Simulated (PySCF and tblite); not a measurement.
Values are calculated unless marked as measured or tabulated.
C5H5NO3, numbered as in [CH3:1][C:2](=[O:3])[O:4][c:5]1[cH:6][cH:7][n:8][o:9]1.

Search: ETKDG, MMFF94s, GFN2-xTB, 90 starts; geometries at GFN2-xTB. Free energies are PBE0-D3(BJ)/pcSseg-1 single points with GFN2-xTB rigid-rotor and vibrational terms (modes under about 100 cm⁻¹ blended into free rotors). Symmetry numbers and mirror images are counted. Conformers within 2.5 kcal/mol (GFN2-xTB free energy) were kept, 6 at most. Run with PySCF (density fitting) and tblite.

Rotational constants are equilibrium values for the commonest isotopes; dipoles come from the energy level named.

Torsions listed: O3–C2–O4–C5, C2–O4–C5–O9. Of a mirror pair one member is shown.

```csv
conformer,shape,symmetry
1,"0°, 180°",Cs
2,"6°, 36°",C1 (pair)
```

(1) Give the rotational constants and dipole components, as needed to look for these species in a jet-cooled rotational spectrum.

(2) Which type of transition is strongest for conformer 1?

## Answers

(1) 
```tsv
conformer	A (MHz)	B (MHz)	C (MHz)	abs μa (D)	abs μb (D)	abs μc (D)	κ	Ic−Ia−Ib (u Å²)
1	5157	1046	874	2.72	0.50	0.00	-0.92	-3.1
2	5139	1068	926	1.57	4.12	0.01	-0.93	-25.8
```

(2) a-type, since that component is clearly the largest; the top is near-prolate.


Conformer gaps in pcSseg-1 on xTB geometries can be 2 kcal/mol off for S=O, P=O and other polar bonds.